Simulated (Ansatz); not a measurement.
A nudged elastic band was laid between two geometries of C2H10N2SSi (16 atoms, charge 0, multiplicity 1).

Theory: Ansatz, RKS PBE/def2-SVP.

```json
{
  "movable images": "7",
  "climbing image": "yes",
  "spring": "5.0 eV/Å²",
  "optimiser": "quadratic models (default)",
  "start path": "IDPP",
  "force threshold": "0.03 eV/Å",
  "iteration limit": "60",
  "end points": "relaxed"
}
```

First end point:

```xyz
16
Properties=species:S:1:pos:R:3
C -0.278 -1.845 -0.803
C 0.216 -0.607 -0.058
N 0.454 -0.886 1.322
S 1.784 -0.026 -1.050
Si -0.968 0.890 -0.214
N -0.190 2.249 0.587
H 0.470 -2.666 -0.746
H -0.465 -1.633 -1.875
H -1.219 -2.209 -0.340
H 0.721 -0.036 1.835
H 1.192 -1.591 1.454
H 2.128 0.921 -0.131
H -1.297 1.078 -1.673
H -2.245 0.660 0.558
H -0.796 2.867 1.133
H 0.470 2.812 0.043
```

Last end point:

```xyz
16
Properties=species:S:1:pos:R:3
C -0.228 -1.812 -0.887
C 0.266 -0.569 -0.147
N 0.809 -0.903 1.131
S 1.526 0.266 -1.369
Si -1.086 0.771 0.057
N -0.318 2.170 0.796
H -1.005 -2.321 -0.282
H 0.604 -2.532 -1.051
H -0.654 -1.558 -1.878
H 1.079 -0.060 1.653
H 1.633 -1.515 1.055
H 1.941 1.189 -0.456
H -1.727 0.998 -1.289
H -2.144 0.337 1.042
H -0.870 2.680 1.491
H 0.151 2.837 0.177
```

Which bonds break or form, and what moves?

No bond is made or broken. The dihedral H9–C1–C2–S4 goes from -176 to -56°. The two ends are copies of one structure, up to a mirror image or an exchange of like atoms.

What energy profile does the band end with?

The forces met the threshold. The highest image is number 4 of 0 to 8, 0.160 eV above the ends, which have the same energy within 2 meV. A vibrational analysis at the climbing image gives one clearly imaginary mode, 252i cm⁻¹: a first-order saddle point.

```
image  path coordinate (Å)  energy (eV)  dihedral H9–C1–C2–S4 (°)
    0                 0.00        0.000                      -176
    1                 0.45        0.023                      -163
    2                 0.89        0.079                      -148
    3                 1.34        0.136                      -133
    4                 1.79        0.160                      -118
    5                 2.24        0.136                      -102
    6                 2.70        0.079                       -86
    7                 3.15        0.023                       -70
    8                 3.60        0.000                       -56
```

What is the geometry of the highest image?


```xyz
16
Properties=species:S:1:pos:R:3
C -0.244 -1.827 -0.881
C 0.274 -0.573 -0.136
N 0.787 -0.896 1.161
S 1.575 0.225 -1.331
Si -1.062 0.785 0.029
N -0.311 2.192 0.769
H -0.092 -2.718 -0.242
H 0.276 -1.998 -1.844
H -1.331 -1.768 -1.100
H 1.039 -0.044 1.680
H 1.620 -1.498 1.107
H 1.966 1.183 -0.441
H -1.671 0.995 -1.334
H -2.145 0.361 0.991
H -0.869 2.703 1.458
H 0.168 2.858 0.156
```

What are the harmonic wavenumbers there?

252i, 76, 130, 188, 192, 257, 305, 315, 351, 388, 437, 479, 504, 560, 661, 683, 779, 785, 827, 853, 894, 914, 923, 999, 1023, 1211, 1254, 1338, 1405, 1412, 1492, 1574, 2139, 2145, 2596, 2970, 3051, 3080, 3381, 3472, 3481, 3573 cm⁻¹.

The run took 2.3 min on 2 threads of AMD EPYC 7B13 (Zen 3), on a shared host, peak memory 0.22 GiB.
